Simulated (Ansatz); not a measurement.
Species: sum formula SiN$_{2}$H$_{5}$ (charge 0, doublet). It need not be the lowest isomer of its formula. SMILES: N[SiH2][NH]
Coordinates optimised at B3LYP-D3(BJ)/def2-TZVP (Ansatz, an electronic-structure program):
```
Si
N 1 1.7097
H 2 1.0080 1 120.62
H 2 1.0080 3 110.98 1 149.41
N 1 1.7536 2 115.11 3 73.24
H 5 1.0242 1 113.20 2 -180.00
H 1 1.4853 2 107.58 3 -167.02
H 1 1.4853 7 111.75 2 -117.87
```
Charge 0, spin multiplicity 2.

Wanted: atomisation energy (electronic, to ground-state atoms), in kcal/mol. Cores are frozen in the correlated levels unless marked. UHF or UKS for open shells. No spin-orbit coupling. Non-relativistic. The coupled-cluster limit lacks core correlation, which all-electron functionals hold. Basis-set limits of correlation are two-point, X^-3; Hartree-Fock from the larger set (for Q and 5 zeta extrapolated as (X+1)exp(-9√X)).

| level | program | atomisation energy (kcal/mol) |
|---|---|---|
| PBE/def2-TZVPD | Ansatz | 603.9 |

**Question.** Predict the CCSD(T)/CBS(cc-pV(Q+d)Z,cc-pV(5+d)Z) result (Ansatz).

**Answer.** 598.2 kcal/mol
